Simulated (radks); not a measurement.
Q: Coherent X-ray form factor from a spherical all-electron density. All-electron calculation, Dirac Kohn-Sham, Slater X-alpha with alpha = 0.822, spin-unpolarised, spherical densities, finite nucleus; Fermi nuclear charge, rms radius of each element as measured or else 0.836 A^(1/3) + 0.57 fm. Program: a radial shooting solver on a logarithmic mesh with Libxc functionals.

sin(theta)/lambda (1/angstrom),f0 (electrons)
0.05,48.492
0.1,47.058
0.15,44.936
0.2,42.415
0.25,39.751
0.3,37.122
0.4,32.307
0.5,28.241
0.6,24.929
0.8,20.272
1,17.347
1.25,14.616
1.5,12.174
2,8.295

The species is in the configuration that NIST lists as its ground one. Which atom or ion scatters so?

A: The iodine ion I4+, [Kr] 4d10 5s2 5p1. Extrapolating in s^2 from the first two rows gives f0(0) = 49.0, near the electron count 49; among species with that count, the fall with angle is slower the higher Z, and the table is that of Z = 53; from so few rows the species is fixed only to a neighbour or two.
